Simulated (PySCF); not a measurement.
Species: C9H16P (charge +1).
Geometry (PBE0-D3(BJ)/def2-SVP, Å), atoms numbered from 1 in this order:
```xyz
26
C9H16P angstrom
C     -0.2025   -2.7955   -0.5956
C     -0.6714   -1.5911   -0.9293
P     -0.5864   -0.1598    0.1475
C     -2.2485    0.1774    0.7612
C      0.4357   -0.4613    1.5819
C      1.7557   -0.7142    1.5678
C      2.6648   -0.8273    0.4008
C     -0.0078    1.2296   -0.8238
C     -0.2578    2.6518   -0.3900
C     -0.9643    2.1166   -1.5862
H      0.2902   -2.9815    0.3640
H     -0.2990   -3.6427   -1.2809
H     -1.1640   -1.4140   -1.8929
H     -2.5484   -0.6556    1.4132
H     -2.9563    0.2423   -0.0764
H     -2.2651    1.1133    1.3383
H     -0.0937   -0.4017    2.5383
H      2.2294   -0.8484    2.5487
H      3.4071   -0.0118    0.4301
H      2.1521   -0.8047   -0.5698
H      3.2452   -1.7617    0.4627
H      0.9557    1.0192   -1.2989
H     -0.8415    2.8323    0.5170
H      0.5680    3.3529   -0.5302
H     -0.6403    2.4337   -2.5802
H     -2.0387    1.9307   -1.5080
```

Computed with PySCF at PBE0/pcSseg-1, non-relativistic, on one gas-phase PBE0-D3(BJ)/def2-SVP geometry that isn't relaxed in the solvent. The solvent is an IEF-PCM continuum (Bondi radii, 1.10 Å for H, scaled by 1.2). Only the electrostatic response of the medium enters.

```tsv
run	E − E(gas) (kJ/mol)	HOMO (eV)	HOMO–LUMO gap (eV)
gas	0.00	-11.99	6.99
P	-179.35	-8.62	7.01
Q	-174.67	-8.70	7.01
```

The runs were made in dichloromethane and tetrahydrofuran. Which run belongs to which solvent?

P = dichloromethane, Q = tetrahydrofuran. The dielectric constants are 7.426 (tetrahydrofuran), 8.93 (dichloromethane), and the energy falls further as ε rises. In this model the ground state sees the solvent through ε alone.

How constant is the ratio of the lowering to 1 − 1/ε?

```csv
solvent,1 − 1/ε,E − E(gas) (kJ/mol),ratio (kJ/mol),polarisation term (kJ/mol)
tetrahydrofuran,0.865,-174.67,-201.9,-176.52
dichloromethane,0.888,-179.35,-202.0,-181.35
```

The ratio changes by +0.1 % in size from tetrahydrofuran to dichloromethane. The polarisation term is half the interaction of the solute with the induced surface charges.
